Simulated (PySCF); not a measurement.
Do core-level shifts follow atomic charges?

C7H19NSi.
Bonds: C1–C2, C2–C3, C2–N4, N4–Si5, N4–C6, C6–C7, C6–C8, C6–C9. Hydrogens: H10, H11, H12 on C1; H13 on C2; H14, H15, H16 on C3; H17, H18, H19 on Si5; H20, H21, H22 on C7; H23, H24, H25 on C8; H26, H27, H28 on C9.

Binding energies: delta-SCF UKS SCAN, pcX-2 on the ionised atom, pcseg-1 elsewhere, spin-free X2C in PySCF. Charges: PBE0/pcSseg-1 ground-state density, for the ionised atom.

```json
{"atom": "C1", "environment": "methyl carbon", "C 1s (eV)": "290.19", "Mulliken (e)": "-0.194", "IAO (e)": "-0.412", "Hirshfeld (e)": "-0.123", "ESP (e)": "-0.616"}
{"atom": "C7", "environment": "methyl carbon", "C 1s (eV)": "290.20", "Mulliken (e)": "-0.148", "IAO (e)": "-0.415", "Hirshfeld (e)": "-0.122", "ESP (e)": "-0.606"}
{"atom": "C2", "environment": "sp3 carbon bound to nitrogen", "C 1s (eV)": "291.12", "Mulliken (e)": "-0.165", "IAO (e)": "+0.014", "Hirshfeld (e)": "+0.026", "ESP (e)": "+0.648"}
{"atom": "C6", "environment": "sp3 carbon bound to nitrogen", "C 1s (eV)": "291.34", "Mulliken (e)": "-0.323", "IAO (e)": "+0.157", "Hirshfeld (e)": "+0.071", "ESP (e)": "+0.871"}
```

Q: How well does each charge scheme correlate with the binding energies over these sites?

A: ESP: r = 1.00, slope 0.8 eV per e; Hirshfeld: r = 1.00, slope 6.0 eV per e; IAO: r = 1.00, slope 2.1 eV per e; Mulliken: r = -0.64, slope -4.9 eV per e. On 4 points no scheme stands out.

Q: The point-charge model writes a binding energy as kq + V + constant, with V the potential of the other atoms' charges at the site. What does it give with the Hirshfeld charges?

A: V = Σ 14.40 eV Å × q/r over all other atoms: +1.40 eV at C1, +1.53 eV at C7, -1.19 eV at C2, -1.90 eV at C6. Fitting binding energy − V to q gives k = 23.5 eV per e and leaves an rms residual of 0.07 eV, against 0.02 eV for the fit on q alone. The model has no term for differences in relaxation between sites.

One conformer (not necessarily the lowest) at the PBE0-D3(BJ)/def2-SVP geometry, without solvent, vibrations or thermal averaging.

Conformer computed: `[CH3:1][CH:2]([CH3:3])[N:4]([SiH3:5])[C:6]([CH3:7])([CH3:8])[CH3:9]`: C1–C2–N4–Si5 71°, C2–N4–C6–C7 -62°.
